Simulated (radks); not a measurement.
The numbers below are computed, except where a source is named.
Problem. The mean radii <r> (bohr) of the occupied orbitals of an atom or ion are listed with their occupations. Level of theory: Dirac Kohn-Sham, LB94 model potential, spin-unpolarised, spherical densities, finite nucleus; Fermi nuclear charge, rms radius of each element as measured or else 0.836 A^(1/3) + 0.57 fm (a radial shooting solver on a logarithmic mesh with Libxc functionals).

orbital  occ.      <r>
1s1/2       2  0.01962
2s1/2       2  0.08139
2p1/2       2  0.06742
2p3/2       4  0.07462

Name the element and its charge. Open shells, if any, fill j = l - 1/2 first.

Solution. Z = 70, ytterbium, charge +60: Yb60+ in [Ne]. The 1s radius gives Z: for a bare nucleus <r> = (2 gamma + 1)/(2Z) with gamma = sqrt(1 - (Z/c)^2), 0.01942 bohr for Z = 70, and screening makes it slightly larger (0.01962 here). The occupations add up to 10, and the charge is Z minus that.
